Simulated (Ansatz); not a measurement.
Match the barriers

Saddle point of SiNH5BrF, singlet (SiNH₄F ([NH2][SiH2][F]) + HBr → SiNH₄Br ([NH2][SiH2][Br]) + HF; bonds formed: Si1–Br7, F2–H6; bonds broken: Si1–F2, H6–Br7), PBE0-D4/def2-TZVP structure:

Si1  (-0.467, 0.180, -0.102)
F2  (0.950, -0.781, -0.897)
H3  (-1.418, -0.367, -1.083)
H4  (-0.918, 1.492, 0.412)
N5  (-0.183, -0.638, 1.350)
H6  (1.239, 0.099, -1.514)
Br7  (0.910, 1.748, -1.836)
H8  (0.253, -1.539, 1.437)
H9  (-0.367, -0.194, 2.233)
(Å)

Program: Ansatz 0.2.0. Basis: def2-TZVPP, with def2-QZVPP for the basis limit. Cores are frozen in the correlated methods. Filled d shells of the heavier atoms are correlated. The def2 sets are not built for correlating such inner shells, so the correlated values are less sure here. Extrapolation: Hartree–Fock as exp(−7.88 √X), correlation as X^−2.97. Four methods, as single points on the PBE0-D4 structures, gave these electronic barriers from the start structure: 90.8, 135.2, 169.4, 217.7 kJ/mol.

**Question.** The methods were, in alphabetical order, BHLYP-D4, HF, PBE0-D4, SPW92. Which gave which? (A judgement: the text doesn't fix the answer.)

**Answer.** Computed: SPW92 90.8; PBE0-D4 135.2; BHLYP-D4 169.4; HF 217.7 kJ/mol. For comparison, CCSD(T) at an estimated basis limit (MP2 extrapolated from triple and quadruple zeta, plus CCSD(T) − MP2 in triple zeta) gives 155.5 kJ/mol.

No T1 diagnostic of these runs exceeds 0.010.

Labels in which every atom is bracketed show which atoms are joined, not bond orders.

For scale, one of the runs: CCSD(T)/def2-TZVPP, 222 basis functions, launched by `ansatz run in.yaml --threads 4 --pin off --events-out ev --progress --plain --max-ram 9574MiB`. Time: 2 min of wall clock on 4 CPU threads of an Arm Neoverse V1; the host was shared. Peak host memory: 3.6 GiB.
